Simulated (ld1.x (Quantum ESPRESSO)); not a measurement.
**tungsten: TM pseudisation with LDA (PZ), fully relativistic reference atom.**

* Element: tungsten (W)
* Generator: ld1.x (Quantum ESPRESSO) 7.5
* Type: norm-conserving Troullier–Martins (Kleinman–Bylander form)
* Functional: LDA (PZ)
* Relativity: fully relativistic
* Frozen core: [Xe] 4f14
* Valence charge: 6
* Reference configuration: 5d4 6s1 6p0 (charge +1)
* Partial waves: 6p (bound, empty): rc 3.45 bohr; 5d (bound): rc 2.35 bohr; 6s (bound): rc 2.75 bohr
* Local potential: the s channel
* Core correction: none

Open shells are filled in proportion to 2j + 1 (rel_dist='average').

All-electron outer shells of the reference configuration (LDA (PZ), scalar-relativistic, ld1.x):

```
shell  level (eV)  outermost node (bohr)  outermost maximum (bohr)
   4f      -41.03                      –                      0.43
   6s      -12.49                   1.28                      2.54
   5d      -12.00                   0.63                      1.49
   6p       -7.00                   1.52                      3.31
```

(1) Estimate the cutoffs (Ry, on a coarse ladder) from which the occupation-weighted sum of valence levels, in a spherical-Bessel basis at the reference potential, stays within 10 and 1 mRy of its value at 400 Ry.

(2) What does a ghost test show?

(3) Which valence shell sets the plane-wave cutoff?

(4) Tests: 5d4 6s2 6p0; 5d4 6s0 6p0; 5d3 6s0 6p0; 5d3 6s2 6p1; 5d4 6s0 6p2; 5d2 6s0 6p0; 5d4 6s1.5 6p0. Which has the largest error in its energy relative to the reference configuration, and how large is it?

Answers

(1) 30 Ry and 35 Ry.

(2) No extra level below or beside the all-electron valence levels (p1/2, p3/2, d3/2, d5/2, s, f tested).

(3) 5d: its level needs 35 Ry to come within 1 mRy, against 15 Ry for 6s.

(4) 5d2 6s0 6p0, with +72 meV (all-electron minus pseudo) on +79.24 eV.
